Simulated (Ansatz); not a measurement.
Basis-set series for `BO[SiH2][SiH3]`. Charge 0, multiplicity 1. The geometry is a stationary point of PBE0-D4/def2-TZVP. It is one conformer, not always the lowest.

```
functional       basis  functions  energy (Eh)  HOMO (eV)  LUMO (eV)
   PBE0-D4    def2-SVP         99   -682.69301      -8.34      -0.49
   PBE0-D4  def2-TZVPP        244   -683.02062      -8.30      -0.69
   ωB97M-V    def2-SVP         99   -682.95269     -10.37       1.58
   ωB97M-V  def2-TZVPP        244   -683.28697     -10.36       1.17
```

Question: Give the rows for def2-QZVPP. (Estimate.)

Answer: Computed: 
```json
{"functional": "PBE0-D4", "basis": "def2-QZVPP", "functions": "464", "energy (Eh)": "-683.04681", "HOMO (eV)": "-8.30", "LUMO (eV)": "-0.74"}
{"functional": "ωB97M-V", "basis": "def2-QZVPP", "functions": "464", "energy (Eh)": "-683.31141", "HOMO (eV)": "-10.36", "LUMO (eV)": "0.95"}
```

Positive LUMOs are unbound and depend on the basis.
